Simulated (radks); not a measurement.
Problem. Tb2+, configuration [Xe] 4f9 (the NIST ground configuration). Method: scalar-relativistic Kohn-Sham, LDA (Slater exchange, VWN5 correlation), spin-polarised, spherical densities, point nucleus; open shells are filled with parallel spins first (spin-orbit coupling, left out, can overturn this in heavy ions); hard spherical wall at 12 bohr; computed with a radial shooting solver on a logarithmic mesh with Libxc functionals. Some entries of the table are withheld. Estimate them.

| orbital | occ. | eigenvalue (hartree) | <1/r> (bohr^-1) | <r^2> (bohr^2) |
|---|---|---|---|---|
| 1s down | 1 | -1904.620 | 73.05 | 0.0006323 |
| 1s up | 1 | -1904.620 | 73.05 | 0.0006323 |
| 2s up | 1 | -316.1763 | 16.96 | 0.009900 |
| 2s down | 1 | -316.1735 | 16.96 | 0.009899 |
| 2p up | 3 | -281.1207 | 15.80 | 0.007992 |
| 2p down | 3 | -281.1187 | 15.80 | 0.007991 |
| 3s up | 1 | -70.51785 | 6.228 | 0.06564 |
| 3s down | 1 | -70.44754 | 6.232 | 0.06557 |
| 3p up | 3 | -59.70759 | 5.849 | 0.06584 |
| 3p down | 3 | -59.63782 | 5.853 | 0.06575 |
| 3d up | 5 | -45.58729 | 5.551 | 0.05517 |
| 3d down | 5 | -45.53282 | 5.555 | 0.05507 |
| 4s up | 1 | -14.40781 | 2.629 | 0.3315 |
| 4s down | 1 | -14.25537 | 2.628 | 0.3316 |
| 4p up | 3 | -10.84707 | 2.413 | 0.3750 |
| 4p down | 3 | -10.69637 | 2.412 | 0.3754 |
| 4d up | 5 | -5.95971 | 2.125 | 0.4523 |
| 4d down | 5 | -5.81211 | 2.122 | 0.4539 |
| 5s up | 1 | -2.29822 | 1.006 | 1.957 |
| 5s down | 1 | -2.22171 | 0.9934 | 2.002 |
| 5p up | 3 | -1.45391 | 0.8422 | 2.732 |
| 5p down | 3 | -1.39704 | 0.8268 | 2.823 |
| 4f up | 7 | -0.67914 | 1.527 | 1.031 |
| 4f down | 2 | -0.55261 | 1.485 | 1.184 |
| 6s up | 0 | -0.53097 | 0.3780 | 12.63 |
| 6s down | 0 | -0.52067 | 0.3731 | 12.97 |
| 5d up | 0 | -0.51514 | (1) | 6.845 |
| 5d down | 0 | -0.49314 | (2) | 7.289 |
| 6p up | 0 | (3) | 0.3058 | (4) |
| 6p down | 0 | (5) | 0.3016 | (6) |

Solution. 
(1) 5d up <1/r> (bohr^-1): 0.5285
(2) 5d down <1/r> (bohr^-1): 0.5104
(3) 6p up eigenvalue (hartree): -0.36686
(4) 6p up <r^2> (bohr^2): 19.37
(5) 6p down eigenvalue (hartree): -0.35999
(6) 6p down <r^2> (bohr^2): 19.96
